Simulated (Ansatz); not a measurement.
`[NH2][W](=[O])([F])=[S]` + H₂O → `[NH2][W](=[O])([OH])=[S]` + H–F at 700 K and 1 bar (formal hydrolysis of a W–F bond).

Computed with Ansatz on PBE0-D4/def2-TZVP structures; ΔE is electronic, products minus reactants. CBS: MP2 limit from def2 TZ/QZ plus the TZ coupled-cluster correction, frozen cores. This one scheme is used for every species. def2 core potentials past Kr. For W outer-core shells are correlated without core-valence functions, which leaves a few kJ/mol of doubt a bond. One conformer a species, not always the lowest.

```tsv
species	CCSD(T)/CBS energy (Eh)	H − E (kJ/mol)	S (J/(mol·K))
`[NH2][W](=[O])([F])=[S]`	-695.78708	153.6	446.2
H₂O	-76.37941	80.5	218.4
`[NH2][W](=[O])([OH])=[S]`	-671.76091	189.4	470.7
H–F	-100.39570	45.2	198.5
```

H − E and S are ideal-gas, rigid-rotor, harmonic terms from PBE0-D4/def2-TZVP, for one conformer and one mirror image of each species. 1 Eh = 2625.50 kJ/mol, R = 8.31446 J/(mol·K).

Q: By hand: ΔE, ΔH, ΔS and ΔG.

A: ΔE = (-671.76091) + (-100.39570) − (-695.78708) − (-76.37941) = 0.00988 Eh = 25.9 kJ/mol. Δ(H − E) = 189.4 + 45.2 − 153.6 − 80.5 = 0.5, so ΔH = 26.4 kJ/mol. ΔS = 470.7 + 198.5 − 446.2 − 218.4 = 4.6 J/(mol·K). ΔG = 26.4 − 700 × (4.6)/1000 = 23.2 kJ/mol.

Q: By hand: the equilibrium constant, and the temperature at which ΔG would vanish if ΔH and ΔS stayed fixed.

A: log₁₀ K = −ΔG/(RT ln 10) = -1.7. ΔG = 0 at ΔH/ΔS = 5739 K, far beyond where these terms or the molecules hold.

The number of gas molecules stays the same, so ΔS is small and ΔH decides. A doubt of 5 kJ/mol in ΔE shifts log₁₀ K by 0.4 here. Other conformers and mirror images would add mixing entropy, several J/(mol·K) or more a flexible species. These are equilibria of isolated gas molecules and say nothing of rates. Largest T1 diagnostic: 0.022 (customary marks: 0.02 for closed shells, 0.045 for open ones).
